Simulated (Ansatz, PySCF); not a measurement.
Gas-phase reaction in SMILES: O=C1CC1 + 5 [H][H] (H2) → 3 C (CH4) + O (H2O)
Geometries: B3LYP-D3(BJ)/def2-TZVP minima from Ansatz (a quantum-chemistry and plane-wave program).

Quantity: energy of full hydrogenation (enthalpy at 298 K, with B3LYP-D3(BJ) rigid-rotor harmonic-oscillator terms from PySCF), in kcal/mol. Correlated levels leave the core frozen unless marked. No spin-orbit coupling. Non-relativistic. CBS marks a two-point X^-3 extrapolation of the correlation energy; Hartree-Fock from the larger set.

```tsv
level	program	energy of full hydrogenation (kcal/mol)
HF/STO-3G	Ansatz	-144.4
BLYP-D3(BJ)/def2-TZVPD	Ansatz + dftd3	-103.7
BLYP-D4/def2-TZVPD	Ansatz + dftd4	-102.9
r2SCAN0/def2-TZVPD	Ansatz	-118.4
CCSD(T)/cc-pVDZ	PySCF	-110.1
CCSD(T)/cc-pVQZ	Ansatz	-116.1
CCSD(T)/CBS(cc-pVTZ,cc-pVQZ)	Ansatz	-116.7
```
